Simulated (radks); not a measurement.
Question: Radial electron density D(r) = 4 pi r^2 rho(r) of an atom or ion with 27 electrons. Calculated with a radial shooting solver on a logarithmic mesh with Libxc functionals: Dirac Kohn-Sham, PBE, spin-unpolarised, spherical densities, finite nucleus; Fermi nuclear charge, rms radius of each element as measured or else 0.836 A^(1/3) + 0.57 fm.

r (bohr)  D(r) (e/bohr)
0.0022            1.023
0.00282           1.603
0.003585          2.451
0.004557          3.703
0.005793          5.510
0.007423          8.140
0.009437          11.58
0.012             15.97
0.01525           21.16
0.01954           26.87
0.02484           31.79
0.03158           34.89
0.04015           35.16
0.05145           32.56
0.06541           29.19
0.08315           28.19
0.1057            31.65
0.1355            37.77
0.1722            40.08
0.2189            34.48
0.2783            24.24
0.3566            17.87
0.4533            19.41
0.5763            22.45
0.7326            20.30
0.9388            13.41
1.193             6.926
1.517             2.951
1.929             1.078
2.472            0.3093
3.142           0.06634

What is the nuclear charge?

Answer: Z = 29. The innermost maximum, from 1s, lies near gamma/Z bohr with gamma = sqrt(1 - (Z/c)^2) = 0.977, here 0.0337 bohr (found: 0.0365), and its height grows with Z. The density is that of the copper ion Cu2+ in [Ar] 3d9; the configuration itself is not fixed sharply by these data, and Z only to about a unit. D(r) has 3 maxima, at r = 0.0365, 0.165, 0.600 bohr, and minima at 0.0786, 0.377 bohr, inside which lie 2.12, 10.85 electrons.
